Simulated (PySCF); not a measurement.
## Electron correlation in N⁺ (nitrogen, charge +1)

[He] 2s1 2p2 3d1, one real determinant (an excited configuration). All numbers are calculated (PySCF 2.14, the spin-free X2C one-electron Hamiltonian (Gaussian nucleus), in aug-cc-pCVTZ-DK with one added diffuse shell each of s, p, d, f type (8s7p5d3f, 75 functions)). Frozen: nothing; 6 electrons correlated.

```
  level  correlation energy (mhartree)
   CCSD                         -70.94
    (T)                          -0.46
CCSD(T)                         -71.40
```

Diagnostics: T1 = 0.0092, D1 = 0.0317, largest double amplitude 0.076.

Problem. Is a single reference adequate?

Solution. Mostly. T1 lies below 0.03, but a double amplitude of this size points to a near-degeneracy that CCSD handles and MP2 describes poorly.

The reference is one real determinant that mixes LS terms of this configuration.
